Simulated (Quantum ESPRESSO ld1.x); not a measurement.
Problem. Sn4+, configuration [Kr] 4d10. All-electron calculation, non-relativistic Kohn-Sham, LDA (Slater exchange, Perdew-Zunger correlation), spin-polarised, spherical densities, point nucleus; relativity is left out, which matters for an element this heavy. Program: ld1.x of Quantum ESPRESSO 7.5. Some entries of the table are withheld. Estimate them.

| orbital | occ. | eigenvalue (hartree) | <r> (bohr) |
|---|---|---|---|
| 1s | 2 | -1028.33 | 0.03045 |
| 2s | 2 | -153.074 | (1) |
| 2p | 6 | -143.372 | 0.1121 |
| 3s | 2 | (2) | 0.3532 |
| 3p | 6 | -26.6650 | 0.3440 |
| 3d | 10 | -19.2040 | (3) |
| 4s | 2 | -6.08237 | 0.8478 |
| 4p | 6 | -4.74585 | 0.8962 |
| 4d | 10 | -2.52254 | 1.063 |

Solution. 
(1) 2s <r> (bohr): 0.1315
(2) 3s eigenvalue (hartree): -30.6729
(3) 3d <r> (bohr): 0.3149
